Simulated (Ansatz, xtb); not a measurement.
H8SSi3: where a starting geometry ends

The starting geometry of this gas-phase singlet was built from a drawn formula by distance geometry and a force field; its bonds are those of `[SiH3][SiH2][SiH-][SH2+]`.

```xyz
12

S    -0.5100    1.4542    2.9181
Si    0.0663   -2.1366   -1.2891
Si    0.2412   -0.0733   -0.3245
Si   -0.5618   -0.3489    1.8554
H    -1.3333   -2.6094   -1.3500
H     0.8584   -3.1640   -0.5425
H     0.5735   -2.1263   -2.7012
H     1.6282    0.4017   -0.3232
H    -0.6551    0.9118   -1.0529
H    -1.9448   -0.8516    1.8226
H    -0.8458    2.2921    1.9424
H    -1.6946    1.3401    3.5543
```

Where would you expect an optimisation with r2SCAN-D4/def2-SVP to take it?

It keeps its links, though one stretches towards breaking, and is `[SiH3][SiH2][SiH-][SH2+]`. Distances that change by over a tenth: S1–Si4 (2.09 → 2.41 Å).

The energy falls by 1.40 eV over 20 steps:

```csv
step,E − E(last) (eV)
1,1.400
3,0.147
5,0.035
7,0.007
9,0.002
12,0.000
14,0.000
16,0.000
18,0.000
20,0.000
```

Final geometry (Å):

```xyz
12

S    -0.5665    1.6480    2.5682
Si    0.0517   -2.1466   -1.3748
Si    0.2908   -0.1899   -0.0974
Si   -0.4190   -0.7116    2.1211
H    -1.3872   -2.5553   -1.4242
H     0.8304   -3.2664   -0.7589
H     0.5325   -1.9604   -2.7799
H     1.7336    0.2209   -0.1582
H    -0.4822    0.8943   -0.8072
H    -1.8901   -0.7428    1.6990
H    -1.5608    2.2009    1.8192
H    -1.3110    1.6989    3.7024
```

From the same start GFN2-xTB ends elsewhere, in pieces: H6Si3 + H2S.

The end wasn't checked by frequencies. Run with Ansatz 0.2.0, 27 s on 2 threads of Intel(R) Xeon(R) 6975P-C (Granite Rapids), with other jobs on the host.
